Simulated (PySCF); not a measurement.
## C₆ coefficients of unlike pairs at UHF

Calculated with PySCF 2.14 from the dipole response of each species, C₆(A,B) = (3/π) ∫ α_A(iu) α_B(iu) du, in atomic units, from isotropic polarisabilities. For ions this is the dispersion term alone; charge-induced terms of lower order in 1/R come first.

```
species           configuration                                                                        basis      relativity  α (bohr³)  C₆ (like pair)
   Kr²⁺  [Ar] 3d10 4s2 4p4 (3P)                                    aug-cc-pVQZ-PP with ECP10MDF (7s6p5d3f2g)  core potential      7.423           36.27
   Ni²⁺           [Ar] 3d8 (3F)                                                      dyall-av2z (16s12p7d2f)            none      2.553           6.807
    Ne⁺       [He] 2s2 2p5 (2P)  aug-cc-pVTZ with one added diffuse shell each of s, p, d, f type (6s5p4d3f)            none      1.249           2.161
   Be²⁺                1s2 (1S)                                                       aug-cc-pVTZ (5s4p3d2f)            none    0.03884        0.005461
```

Question: Estimate C₆ for Be²⁺ with Ni²⁺.

Answer: The integral gives 0.1742. The combination rule 2 C_A C_B / (C_A α_B/α_A + C_B α_A/α_B) gives 0.1607 and the geometric mean 0.1928.

No spin-orbit coupling is included.

The other pairs:

```
      pair       C₆
 Ne⁺, Ni²⁺    3.819
 Be²⁺, Ne⁺  0.09981
 Ne⁺, Kr²⁺    8.279
Ni²⁺, Kr²⁺    15.04
Be²⁺, Kr²⁺   0.3317
```
